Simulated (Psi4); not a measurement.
H$_{3}$B$_{3}$Cl$_{3}$N$_{3}$, triplet, geometry from GFN2-xTB (a higher spin typed on purpose: for a closed-shell molecule this is an excited state). Base run: HF/3-21G in Psi4.

The Psi4 input:
```
memory 2 GB

molecule mol {
0 3
  Cl   -1.106492   -1.842937   -1.647716
  B    -0.959534   -1.461199    0.262152
  N    -1.563053   -0.112768    0.409795
  B    -0.816814    1.071374    0.396380
  Cl   -1.583299    2.623097    0.554502
  N     0.609189    0.987619    0.320621
  B     1.291295   -0.259708    0.287101
  Cl    3.028493   -0.322414    0.321268
  N     0.536109   -1.444077    0.306131
  H    -2.567466   -0.055961    0.491058
  H     1.147333    1.841040    0.363358
  H     1.011734   -2.334517    0.284666
}

set basis 3-21g
set reference uhf

energy('scf')
print_variables()
```

The base run was repeated with changes; each row names its change, and settings that it needs were set with it.

| change | E (Eh) | dipole (D) | <S^2> | core-seconds (rough) | outcome |
|---|---|---|---|---|---|
| base | -1609.96151 | 3.75 | 2.023 | 20 | converged |
| functional = b97m-v | - | - | - | - | cut at the time limit |
| functional = wb97m-v | - | - | - | - | cut at the time limit |
| functional = x3lyp | -1613.25457 | 1.32 | 2.009 | 30 | converged |
| functional = pbe0 | -1612.73544 | 1.35 | 2.010 | 30 | converged |
| functional = m06-2x | -1613.32787 | 1.26 | 2.011 | 70 | converged |
| functional = blyp | -1613.34227 | 1.26 | 2.004 | 30 | converged |
| functional = cam-b3lyp | -1613.36868 | 1.43 | 2.011 | 50 | converged |
| functional = r2scan | -1613.18518 | 1.40 | 2.008 | 50 | converged |
| functional = bp86 | -1613.56485 | 1.29 | 2.004 | 30 | converged |
| functional = pbe | -1612.58318 | 1.26 | 2.004 | 30 | converged |
| functional = tpss | -1613.56881 | 1.34 | 2.006 | 80 | converged |

Absolute energies of different levels of theory aren't comparable as measures of quality.

Open shells are given as the SCF converged; they aren't shown to be the lowest states, and a large step between rows can be another state.
